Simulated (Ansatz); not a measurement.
Start from `C[B](C)[SnH3]` and change one atom or group to get `C#CB(C)C`.

Ansatz, PBE0-D4/def2-TZVP geometries, multiplicity 1. 

Elements past krypton have def2 core potentials.

| property | `C[B](C)[SnH3]` |
| --- | --- |
| LUMO energy (B3LYP/def2-TZVPP) / eV | -1.57 |
| size of the dipole moment (PBE/def2-TZVPP) / D | 2.11 |
| HOMO energy (PBE/def2-TZVPP) / eV | -6.14 |
| LUMO energy (PBE/def2-TZVPP) / eV | -2.33 |
| LUMO energy (PBE0/def2-TZVPP) / eV | -1.38 |
| HOMO energy (PBE0/def2-TZVPP) / eV | -7.23 |

(1) What does the change do to each property? (Best estimate.)

Answers

(1) Computed: 
```
                                      property  `C#CB(C)C`  shift
           LUMO energy (B3LYP/def2-TZVPP) / eV       -1.61  -0.04
size of the dipole moment (PBE/def2-TZVPP) / D        0.01  -2.10
             HOMO energy (PBE/def2-TZVPP) / eV       -6.54  -0.40
             LUMO energy (PBE/def2-TZVPP) / eV       -2.36  -0.03
            LUMO energy (PBE0/def2-TZVPP) / eV       -1.41  -0.03
            HOMO energy (PBE0/def2-TZVPP) / eV       -7.77  -0.54
```

B3LYP here is the variant with VWN-RPA as its local correlation; programs differ in this.
